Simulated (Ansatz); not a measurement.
Z-matrix (Å, degrees):
```
Ta
N 1 1.994
N 1 1.994 2 110.7
N 1 1.994 2 110.7 3 123.3
O 1 1.721 2 108.2 3 -118.4
H 2 1.009 1 126.3 3 -47.4
H 2 1.009 1 123.7 3 125.5
H 3 1.009 1 126.3 2 75.8
H 3 1.009 1 123.7 2 -111.3
H 4 1.009 1 123.7 2 125.4
H 4 1.009 1 126.3 2 -47.4
```

Charge 0, multiplicity 1. Ta takes the def2 core potential.

**Question.** List the PBE0/def2-TZVPP orbital energies in eV (the Gaussian-basis code of Ansatz). (Best estimate.)

**Answer.** Computed: Occupied: -521.67, -390.72, -390.72, -390.72, -74.85, -41.07, -40.45, -40.45, -24.12, -23.13, -22.96, -22.96, -13.56, -13.50, -13.50, -11.47, -11.06, -11.06, -9.26, -8.92, -8.92, -8.00, -8.00, -6.93. Lowest empty: -0.04, 0.24, 0.24, 0.81, 1.37, 1.37, 1.97, 1.97.
